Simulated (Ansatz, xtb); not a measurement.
System: GaH2, charge 1, multiplicity 1. 
Structure (B3LYP-D3(BJ)/def2-TZVP (Ansatz, a quantum-chemistry and plane-wave program) minimum search):
```
Ga
H 1 1.5293
H 1 1.5293 2 180.00
```
Charge +1, spin multiplicity 1.

Harmonic wavenumbers from GFN2-xTB (xtb, at its own minimum), cm⁻¹: 243, 243, 1551, 1656.

**Question.** Give the harmonic wavenumbers at B3LYP-D3(BJ)/def2-TZVP (Ansatz, finite differences of forces, unscaled).

**Answer.** 676, 676, 2070, 2166 cm⁻¹. Zero-point energy 8.0 kcal/mol.

**Question.** From these and the geometry, give the ideal-gas thermochemistry at 298.15 K and 1 atm (rigid rotor, harmonic oscillator).

**Answer.** Point group D∞h, rotational symmetry number 2. Rotational constants 107.2, 107.2 GHz. S(trans) 38.73, S(rot) 8.68, S(vib) 0.67, S(elec, spin only) 0.00, S 48.1 cal/(mol K). H(298) - H(0) 2.23 kcal/mol; G - E(el) -4.1 kcal/mol.
